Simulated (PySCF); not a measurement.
## Assignment exercise: C9H14F2

Atom-mapped SMILES (the numbers label the heavy atoms): `[F:1][C@@H:2]1[C@@H:3]2[CH2:4][CH2:5][CH2:6][C@H:7]1[C@@H:8]([F:9])[CH2:10][CH2:11]2`. Each H is labelled by its parent atom. Ha(C4), Ha(C5), Ha(C6), Ha(C10), Ha(C11) are cis to F1 on the ring; Hb(C4), Hb(C5), Hb(C6), Hb(C10), Hb(C11) are trans to F1 on the ring.

- σ from GIAO-B97-2/pcSseg-1
- coordinates at the PBE0-D3(BJ)/def2-SVP level
- couplings computed with B3LYP/pcJ-1 (spin–dipole term only in couplings to heteroatoms)
- run in PySCF
- relativity neglected, a single conformation, isolated molecule

Scale: TMS for 13C (σ = 183.69 ppm), 1H (σ = 31.38 ppm) (reference shieldings calculated alike).

(1) Assign these signals to the numbered atoms. 13C{1H} NMR (computed): δ 91.7 (CH, dd, J = 235.0, 8.1 Hz), 90.7 (CH, dd, J = 236.4, 8.1 Hz), 40.4 (CH, dd, J = 18.6, 17.2 Hz), 33.9 (CH, d, J = 16.6 Hz), 31.0 (CH2, d, J = 19.6 Hz), 27.7 (CH2, dd, J = 9.9, 6.2 Hz), 27.2 (CH2, d, J = 2.7 Hz), 23.9 (CH2), 20.9 (CH2, dd, J = 3.5, 1.9 Hz).

(2) Assign these signals to the numbered atoms. 1H NMR (600 MHz, computed): δ 4.45 (m, 1H), 4.12 (m, 1H), 2.16 (m, 1H), 2.15 (m, 1H), 1.88 (m, 1H), 1.85 (m, 1H), 1.82 (m, 1H), 1.75 (m, 1H), 1.67 (m, 1H), 1.65 (m, 1H), 1.63 (m, 1H), 1.38 (m, 1H), 1.36 (m, 1H), 1.32 (m, 1H).

Answers

(1) 
91.7 → C8, sp3 CH bonded to F: pulled downfield by the heteroatom
90.7 → C2, sp3 CH bonded to F
40.4 → C7, sp3 CH in a ring: aliphatic region, no heteroatom directly attached
33.9 → C3, sp3 CH in a ring
31.0 → C10, sp3 CH2 in a ring: saturated and bonded to C and H only
27.7 → C11, sp3 CH2 in a ring
27.2 → C4, sp3 CH2 in a ring
23.9 → C5, sp3 CH2 in a ring
20.9 → C6, sp3 CH2 in a ring

C8 and C2; C11 and C4 lie closer than the usual error of such a calculation, so a measured spectrum could show them in the other order.

(2) 
```tsv
δ (ppm)	atoms	environment	reason
4.45	H(C8)	hydrogen on an sp3 CH bonded to F	its carbon carries F, hence the downfield position
4.12	H(C2)	hydrogen on an sp3 CH bonded to F	–
2.16	Ha(C4)	hydrogen on an sp3 CH2 in a ring	–
2.15	H(C7)	hydrogen on an sp3 CH in a ring	–
1.88	Ha(C6)	hydrogen on an sp3 CH2 in a ring	far from electronegative atoms and π systems
1.85	Ha(C10)	hydrogen on an sp3 CH2 in a ring	–
1.82	Hb(C6)	hydrogen on an sp3 CH2 in a ring	far from electronegative atoms and π systems
1.75	Hb(C10)	hydrogen on an sp3 CH2 in a ring	–
1.67	Ha(C11)	hydrogen on an sp3 CH2 in a ring	far from electronegative atoms and π systems
1.65	H(C3)	hydrogen on an sp3 CH in a ring	–
1.63	Hb(C5)	hydrogen on an sp3 CH2 in a ring	far from electronegative atoms and π systems
1.38	Ha(C5)	hydrogen on an sp3 CH2 in a ring	–
1.36	Hb(C11)	hydrogen on an sp3 CH2 in a ring	–
1.32	Hb(C4)	hydrogen on an sp3 CH2 in a ring	–
```

Ha(C4) and H(C7); Ha(C6) and Ha(C10); Ha(C10) and Hb(C6); Hb(C6) and Hb(C10); Hb(C10) and Ha(C11); Ha(C11) and H(C3); H(C3) and Hb(C5); Ha(C5) and Hb(C11); Hb(C11) and Hb(C4) lie closer than the usual error of such a calculation, so a measured spectrum could show them in the other order.

C–F couplings over four or more bonds (about 3 Hz to the para carbon of a fluoroarene) are left out. Common functionals overestimate the size of one-bond C–F couplings by tens of Hz; these are unscaled. Splittings below 1 Hz are ignored in the labels, and close J values are merged. Unscaled 3J(H,H) at this level run about 10 % above measured values. Shifts are as computed. Against solution values, carbons near 30 ppm lie about +1 ppm off and those near 130 ppm about +2 ppm (rms about the fit 1.9 ppm; single classes can miss by 10 ppm). Of 1328 compounds with measured shifts, 309 miss one by over three times the rms of a fit or turn the order of signals round; such compounds aren't used in these exercises. Signals without a measured value on file couldn't be tested in this way.
